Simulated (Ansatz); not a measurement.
CH3CdCl (`[CH3][Cd][Cl]`), relaxed with RKS PBE0-D4/def2-TZVP in Ansatz 0.2.0 from a PBE-D4/def2-SVP geometry. The force threshold is 0.005 eV/Å; the program also tests the step.

Total charge 0; spin multiplicity 1. Cd: def2 effective core potential.

Start:

```xyz
6

C    -0.149   -0.888    0.032
Cd    0.204    1.186   -0.042
Cl    0.576    3.465   -0.127
H     0.409   -1.388   -0.781
H     0.190   -1.287    1.007
H    -1.230   -1.088   -0.089
```

| step | energy (eV) | largest force (eV/Å) | largest move (Å) |
| --- | --- | --- | --- |
| 1 | -18170.2666 | 0.453 | 0.000 |
| 2 | -18170.2823 | 0.130 | 0.023 |
| 3 | -18170.2833 | 0.012 | 0.006 |
| 4 | -18170.2833 | 0.014 | 0.002 |
| 5 | -18170.2833 | 0.001 | 0.001 |

End:

```xyz
6

C    -0.148   -0.884    0.032
Cd    0.197    1.180   -0.043
Cl    0.575    3.439   -0.126
H     0.402   -1.377   -0.769
H     0.186   -1.276    0.993
H    -1.213   -1.082   -0.087
```

Hardware: 2 threads of a server CPU on a shared host. Wall time 5.5 s, peak host memory 0.26 GiB.
